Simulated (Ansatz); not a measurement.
A run of Ansatz (development build ahead of 0.2.0) on triplet C8H8 at this shape:

```xyz
16

C     1.6249    0.0000    0.0000
C     1.0131    1.2704    0.0000
C    -0.3616    1.5841    0.0000
C    -1.4640    0.7050    0.0000
C    -1.4640   -0.7050    0.0000
C    -0.3616   -1.5841    0.0000
C     1.0131   -1.2704    0.0000
C     3.0349    0.0000    0.0000
H     3.5849    0.9300    0.0000
H     3.5849   -0.9300    0.0000
H     1.6896    2.1187    0.0000
H    -0.6030    2.6419    0.0000
H    -2.4415    1.1758    0.0000
H    -2.4415   -1.1758    0.0000
H    -0.6030   -2.6419    0.0000
H     1.6896   -2.1187    0.0000
```

Its results:

| Quantity | Value |
| --- | --- |
| Converged | yes |
| Total energy | -307.30313 hartree |
| Spin squared of the determinant | 2.534 |
| Stability test | minimum |

(1) Which input gives this output? Name the method, the orbitals and the basis set, and write the input.

## Answers

(1) UHF in def2-SVP.

```yaml
crystal:
  periodic: [false, false, false]
  atoms:
    - { symbol: C, position_ang: [1.62486, 0.0, 0.0] }
    - { symbol: C, position_ang: [1.01308, 1.27037, 0.0] }
    - { symbol: C, position_ang: [-0.36157, 1.58412, 0.0] }
    - { symbol: C, position_ang: [-1.46395, 0.705, 0.0] }
    - { symbol: C, position_ang: [-1.46395, -0.705, 0.0] }
    - { symbol: C, position_ang: [-0.36157, -1.58412, 0.0] }
    - { symbol: C, position_ang: [1.01308, -1.27037, 0.0] }
    - { symbol: C, position_ang: [3.03486, 0.0, 0.0] }
    - { symbol: H, position_ang: [3.58486, 0.93, 0.0] }
    - { symbol: H, position_ang: [3.58486, -0.93, 0.0] }
    - { symbol: H, position_ang: [1.68957, 2.11865, 0.0] }
    - { symbol: H, position_ang: [-0.603, 2.64192, 0.0] }
    - { symbol: H, position_ang: [-2.4415, 1.17576, 0.0] }
    - { symbol: H, position_ang: [-2.4415, -1.17576, 0.0] }
    - { symbol: H, position_ang: [-0.603, -2.64192, 0.0] }
    - { symbol: H, position_ang: [1.68957, -2.11865, 0.0] }
basis:
  gaussian: { orbitals: def2-SVP }
magnetization:
  spin_polarized: true
  initial_magnetization: 2
hamiltonian:
  xc: hf
```

Caution: another spin multiplicity may lie lower; the unrestricted determinant is spin contaminated.
